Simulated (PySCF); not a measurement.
## Ionisation energy of In⁺ by level of theory

In⁺ [Kr] 4d10 5s2 (1S) → In²⁺ [Kr] 4d10 5s1 (2S), as a difference of total energies. Calculation: PySCF 2.14, in aug-cc-pVTZ-PP with one added diffuse shell each of d, f type with ECP28MDF (6s5p5d3f, 67 functions); scalar relativity through the core potential. Correlated levels: valence: 4s2 4p6 4d10 frozen. The calculations carry no spin-orbit coupling.

```json
{"method": "UHF", "ionisation energy (eV)": "17.012"}
{"method": "MP2 (valence)", "ionisation energy (eV)": "17.646"}
{"method": "SCS-MP2 (valence)", "ionisation energy (eV)": "17.773"}
{"method": "CCSD (valence)", "ionisation energy (eV)": "17.902"}
```

Errors of the correlated levels include the incompleteness of this basis and the frozen core.

With two correlated electrons CCSD is exact in that space.

Q: Which method comes closest to the reference value, and which is furthest?

A: The reference is 18.870 eV (measured; NIST Atomic Spectra Database, ionization energies). Closest: CCSD (valence) (error -0.968 eV); furthest: UHF (error -1.858 eV).
